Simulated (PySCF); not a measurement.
Compound: FH7Si3.
Bonds: F1–Si2, Si2–Si3, Si3–Si4. Hydrogens: H5, H6 on Si2; H7, H8 on Si3; H9, H10, H11 on Si4.

A GFN2-xTB structure was refined with PBE0-D3(BJ)/def2-SVP geometry optimisation, gas phase (PySCF 2.14.0). Its GFN2-xTB values:

```tsv
coordinate	GFN2-xTB
F1–Si2	1.626 Å
Si2–Si3	2.322 Å
Si2–H5	1.464 Å
Si3–Si4	2.271 Å
Si3–H7	1.476 Å
Si4–H9	1.492 Å
F1–Si2–H5	101.5°
Si2–Si3–Si4	115.9°
Si2–Si3–H7	107.6°
Si2–Si3–H8	106.0°
Si3–Si2–H5	119.1°
Si3–Si2–H6	116.8°
Si3–Si4–H9	111.9°
H7–Si3–H8	102.1°
F1–Si2–Si3–Si4	32°
```

How do these coordinates change at the PBE0-D3(BJ)/def2-SVP level?

```csv
coordinate,PBE0-D3(BJ)/def2-SVP (Å or °),change
Si3–Si4,2.346,+0.075
Si2–H5,1.492,+0.028
Si2–Si3,2.344,+0.022
Si3–H7,1.497,+0.021
F1–Si2,1.635,+0.009
Si4–H9,1.495,+0.003
Si2–Si3–Si4,106.7,-9.2
H7–Si3–H8,108.6,+6.5
F1–Si2–H5,107.8,+6.3
Si3–Si2–H6,110.7,-6.1
Si3–Si2–H5,114.1,-5.0
Si2–Si3–H7,111.0,+3.4
Si2–Si3–H8,109.1,+3.1
Si3–Si4–H9,109.0,-2.9
F1–Si2–Si3–Si4,34,+2
```

The energy falls by 6.2 kcal/mol over 12 energy and gradient evaluations, the largest force component goes from 0.0228 to 3.4e-04 Eh/bohr, and the atoms move by 0.270 Å rms after alignment. The bond that changes most is Si3–Si4 (SiH2 silicon to SiH3 silicon), which lengthens by 0.075 Å. Bonds longer at the end by more than 0.005 Å: 8 of 10; shorter: 0. Among the dihedrals that turn most is H7–Si3–Si4–H9, from -164° to 172°. Rotational constants go from 5346, 1606, 1311 to 4700, 1745, 1366 MHz.

The run used 103 basis functions and 71 SCF cycles in all.

Whether it is a minimum is left open (no frequencies). One conformer, not necessarily the lowest.
